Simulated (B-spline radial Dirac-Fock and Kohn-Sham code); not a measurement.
# Er 4f5/2: cross section and angular parameters

System: atomic erbium, [Xe] 4f12 6s2; threshold 10.17 eV (orbital energy of the model). Model: Dirac-Hartree-Slater photoionisation with a Latter tail; cross sections with all multipoles, angular parameters from the dipole term and its interference with E2. Program: a radial finite-basis atomic code.

For linearly polarised light dσ/dΩ = σ/(4π) [1 + β P₂(cos θ) + (δ + γ cos²θ) sin θ cos φ], with θ from the polarisation vector and φ the angle between the beam and the projection of the electron momentum on the plane normal to the polarisation.

| hν (eV) | σ (kb) | β | γ | δ |
| --- | --- | --- | --- | --- |
| 52.3 | 2090 | 0.662 | 0.007 | 0.009 |
| 67.1 | 2600 | 0.492 | 0.006 | 0.011 |
| 67.5 | 2620 | 0.488 | 0.006 | 0.011 |
| 80 | 2900 | 0.414 | 0.006 | 0.012 |
| 94.1 | 3060 | 0.369 | 0.005 | 0.014 |
| 94.4 | 3060 | 0.369 | 0.005 | 0.014 |
| 100 | 3080 | 0.359 | 0.005 | 0.015 |
| 125 | 3050 | 0.347 | 0.006 | 0.017 |
| 143 | 2950 | 0.359 | 0.007 | 0.018 |
| 191 | 2490 | 0.422 | 0.009 | 0.022 |
| 200 | ? | ? | ? | ? |
| 213 | 2270 | 0.458 | 0.011 | 0.023 |
| 218 | 2210 | 0.467 | 0.011 | 0.023 |
| 221 | 2180 | 0.472 | 0.011 | 0.024 |
| 399 | 893 | 0.730 | 0.030 | 0.034 |
| 400 | 889 | 0.731 | 0.030 | 0.035 |
| 800 | 160 | 0.997 | 0.129 | 0.060 |
| 1010 | 80.1 | 1.046 | 0.201 | 0.073 |
| 1080 | 65.0 | 1.055 | 0.226 | 0.077 |
| 1130 | 56.4 | 1.060 | 0.244 | 0.080 |
| 1253.6 | 40.4 | 1.067 | 0.289 | 0.087 |
| 2150 | 6.31 | 1.028 | 0.580 | 0.136 |
| 4150 | 0.517 | 0.860 | 0.990 | 0.238 |
| 4870 | 0.271 | 0.811 | 1.091 | 0.273 |
| 6000 | 0.115 | 0.747 | 1.223 | 0.328 |
| 7270 | 0.0508 | 0.689 | 1.338 | 0.386 |
| 7290 | 0.0502 | 0.688 | 1.340 | 0.387 |
| 8610 | 0.0245 | 0.638 | 1.433 | 0.444 |
| 9251.7 | 0.0179 | 0.616 | 1.471 | 0.471 |
| 10100 | 0.0121 | 0.591 | 1.515 | 0.506 |

Question: Give the values at 200 eV.

Answer: σ = 2400 kb, β = 0.437, γ = 0.010, δ = 0.022.

Values without a named source are computed, but for edge energies of neutral atoms, which are taken from tables.
